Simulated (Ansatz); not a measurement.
Relaxation of FH₅O₃Si₂ (11 atoms, charge 0, multiplicity 1), to a largest force component of 0.02 eV/Å in at most 40 steps.

Method: RKS PBE0-D4/def2-SVP in Ansatz 0.2.0.

```xyz
11
Properties=species:S:1:pos:R:3
Si 0.000 0.000 0.000
F 0.000 0.000 1.590
O 1.584 0.000 -0.559
Si 2.491 -1.376 -0.887
H 1.660 -2.352 -1.586
H 3.632 -1.020 -1.725
H 2.969 -1.954 0.366
O -0.791 1.371 -0.559
H -1.749 1.140 -0.782
O -0.791 -1.371 -0.559
H -1.246 -1.837 0.213
```

Problem. Where does it end, and by what steps?

Solution. The forces met the threshold. The force dipped under the threshold on the way, but the program's further checks kept it going. After 29 steps the energy has fallen by 0.401 eV; O3 moved furthest, 1.31 Å.

```csv
step,energy less start (eV),largest force component (eV/Å),accepted
0,0.0000,2.308,yes
2,-0.2900,0.315,yes
4,-0.3347,0.475,yes
6,-0.3507,0.224,yes
8,-0.3587,0.115,yes
10,-0.3633,0.022,yes
12,-0.3659,0.018,yes
14,-0.3703,0.111,yes
16,-0.3737,0.177,yes
18,-0.3838,0.024,yes
20,-0.3881,0.080,yes
22,-0.3922,0.177,yes
24,-0.3986,0.028,yes
26,-0.3989,0.016,yes
28,-0.4000,0.105,yes
29,-0.4008,0.007,yes
```

```xyz
11
Properties=species:S:1:pos:R:3
Si -0.155 -0.267 0.142
F -0.097 0.557 1.529
O 1.233 -1.110 0.032
Si 2.530 -1.331 -0.992
H 2.058 -1.803 -2.326
H 3.285 -0.055 -1.154
H 3.410 -2.363 -0.379
O -0.236 0.737 -1.145
H -1.088 1.131 -1.352
O -1.498 -1.204 0.174
H -1.683 -1.691 0.982
```

Whether the end is a true minimum wasn't checked by a vibrational analysis.

Time of the run: 86 s on 2 threads of Arm Neoverse V2, with other jobs on the host, peak memory 0.27 GiB.
